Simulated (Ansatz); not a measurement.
This triplet is an excited state, 2.00 eV above the relaxed singlet at the level B3LYP/cc-pVTZ // PBE0-D3(BJ)/def2-TZVP (Ansatz, a first-principles code).

A geometry relaxed with PBE0-D3(BJ)/def2-TZVP run with Ansatz, charge 0, multiplicity 3:

```xyz
6

H     -1.8268    -0.1214     0.7426
N      2.8259    -0.4405     0.2102
C      1.7725     0.0308     0.1038
N     -1.2264    -0.0798    -0.0664
Si     0.1813     0.8848    -0.0700
H     -1.7265    -0.2739    -0.9202
```

Write the SMILES of this molecule.

`N#C[Si]N`
